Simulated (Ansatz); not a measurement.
Geometry optimisation, RKS PBE0-D4/def2-SVP (Ansatz).

Input file:

```yaml
crystal:
  periodic: [false, false, false]
  atoms:
    - { symbol: Si, position_ang: [-0.879921, 0.09919, -0.808131] }
    - { symbol: C, position_ang: [0.827211, -0.669665, -0.831568] }
    - { symbol: H, position_ang: [-1.689406, -0.421874, -1.944223] }
    - { symbol: H, position_ang: [-1.548363, -0.362811, 0.456961] }
    - { symbol: O, position_ang: [-0.882887, 1.748032, -0.965556] }
    - { symbol: H, position_ang: [0.362939, 0.90404, 2.053115] }
    - { symbol: F, position_ang: [0.448553, 1.564113, 1.431375] }
    - { symbol: H, position_ang: [-0.056949, -1.307407, 1.278417] }
    - { symbol: F, position_ang: [0.280333, -1.263483, 2.124272] }
    - { symbol: H, position_ang: [1.465015, -0.26721, -0.030961] }
    - { symbol: H, position_ang: [0.793322, -1.76879, -0.73706] }
    - { symbol: H, position_ang: [1.317411, -0.445116, -1.792169] }
    - { symbol: H, position_ang: [-0.43736, 2.190983, -0.234473] }
basis:
  gaussian: { orbitals: def2-SVP }
hamiltonian:
  xc: pbe0
  dispersion: d4
relax:
  f_tol: 0.03
  max_steps: 50
```

Launched with:

```bash
$ ansatz run input.yaml --threads 2 --pin off --max-ram 3072MiB --backend cpu --events-out ev --progress --plain --runs-dir out
```

Task: Where does it end, and by what steps?

Result: It converged. After 24 steps the energy has fallen by 0.352 eV; F9 moved furthest, 1.35 Å.

```csv
step,energy less start (eV),largest force component (eV/Å),accepted
0,0.0000,1.032,yes
1,-0.1252,1.102,yes
2,-0.1929,0.921,yes
3,-0.2515,0.671,yes
4,-0.2928,0.577,yes
5,-0.3017,0.450,yes
6,-0.2241,1.307,no
7,-0.3318,0.172,yes
8,-0.3401,0.145,yes
9,-0.3420,0.224,yes
10,-0.3459,0.113,yes
11,-0.3469,0.069,yes
12,-0.3480,0.072,yes
13,-0.3477,0.128,no
14,-0.3489,0.056,yes
15,-0.3493,0.058,yes
16,-0.3498,0.073,yes
17,-0.3502,0.076,yes
18,-0.3507,0.082,yes
19,-0.3504,0.111,no
20,-0.3514,0.035,yes
21,-0.3508,0.159,no
22,-0.3516,0.043,yes
23,-0.3519,0.035,yes
24,-0.3520,0.020,yes
```

```xyz
13
Properties=species:S:1:pos:R:3
Si -0.785 -0.173 -0.836
C 0.976 -0.665 -1.196
H -1.738 -0.458 -1.942
H -1.253 -1.062 0.316
O -0.948 1.416 -0.416
H 0.485 0.864 2.016
F 0.992 1.468 1.495
H -0.950 -0.596 1.686
F -0.553 -0.257 2.477
H 1.613 -0.364 -0.349
H 1.074 -1.752 -1.345
H 1.347 -0.154 -2.098
H -0.260 1.733 0.192
```

Time of the run: 54 s on 2 threads of AMD EPYC 9R14 (Zen 4) (shared host), peak memory 0.29 GiB.
